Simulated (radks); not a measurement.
Values are calculated unless marked as measured or tabulated.
The nitrogen anion N-, [He] 2s2 2p4, held by a Watson sphere: a shell of charge +1 at radius R that stands for the Madelung well of a crystal (potential energy -1/R inside, -1/r outside, in hartree with lengths in bohr). Code: a radial shooting solver on a logarithmic mesh with Libxc functionals. Model: scalar-relativistic Kohn-Sham, LDA (Slater exchange, VWN5 correlation), spin-polarised, spherical densities, finite nucleus; open shells are filled with parallel spins first; Fermi nuclear charge, rms radius of each element as measured or else 0.836 A^(1/3) + 0.57 fm. Response by self-consistent Sternheimer equations with the Hartree and adiabatic LDA kernel, the relativistic mass of each level held fixed and spin-orbit coupling left out. The sphere does not respond.

| R (bohr) | e(2s down) (eV) | e(2p up) (eV) | e(2p down) (eV) | <r> 2p (bohr) | sum of <r^2> (bohr^2) | X-ray form factor at sin(theta)/lambda = 0.2 1/angstrom | alpha (bohr^3) |
|---|---|---|---|---|---|---|---|
| 1.69 | -17.277 | -8.518 | -6.187 | 1.634 | 17.01 | 4.889 | 11.38 |
| 2.38 | -15.655 | -7.144 | -4.955 | 1.784 | 19.38 | 4.722 | 16.91 |
| 2.51 | -15.389 | -6.908 | -4.737 | 1.811 | 19.78 | 4.702 | 18.18 |
| 3.12 | -14.315 | -5.929 | -3.811 | 1.934 | 21.46 | 4.644 | 25.29 |
| 3.28 | -14.075 | -5.706 | -3.597 | 1.965 | 21.86 | 4.635 | 27.53 |
